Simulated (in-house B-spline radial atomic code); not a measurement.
Kr³⁺. Computed with a B-spline radial atomic code. Model: all-electron spherical atom, spin shells full or empty, radial basis limit, no spin-orbit coupling, Breit or QED, empty-state partial waves extrapolated as (l+1/2)^-4, RPA, G0W0 and static COHSEX of the highest shell as one setting changes (uncorrelated shells keep exact exchange).

Given: element Kr; charge 3; filled core Ar; hamiltonian one-electron scalar X2C; mean-field start LDA VWN5; highest l of empty states 9; nuclear rms radius 4.1884 fm; highest mean-field shell 4p up.

Shell: 3d 5 5, 4s 1 1, 4p 3 0 (electrons up and down).

```csv
lowest nl shells left uncorrelated,RPA correlation energy (hartree),G0W0 level (eV),G0W0 minus most complete (meV),COHSEX level (eV),linearised minus solved G0W0 (meV)
0,-2.4705,-51.389,0,-53.719,-25.1
1,-2.3145,-51.387,1.4,-53.719,-25
2,?,?,?,?,?
3,-1.6226,-51.375,13.3,-53.696,-24.9
4,-1.4438,-51.385,3.9,-53.704,-25
5,?,?,?,?,?
6,-0.20311,-51.131,257.1,-53.248,-23.9
7,-0.073258,-51.487,-98.6,-53.069,-13.1
```

Q: What follows for lowest nl shells left uncorrelated = 5?

A: RPA correlation energy -0.92592 hartree; G0W0 level -51.453 eV; G0W0 minus most complete -64.8 meV; COHSEX level -53.814 eV; linearised minus solved G0W0 -25.8 meV.

Q: What follows for lowest nl shells left uncorrelated = 2?

A: RPA correlation energy -2.1325 hartree; G0W0 level -51.386 eV; G0W0 minus most complete 2.4 meV; COHSEX level -53.72 eV; linearised minus solved G0W0 -25 meV.
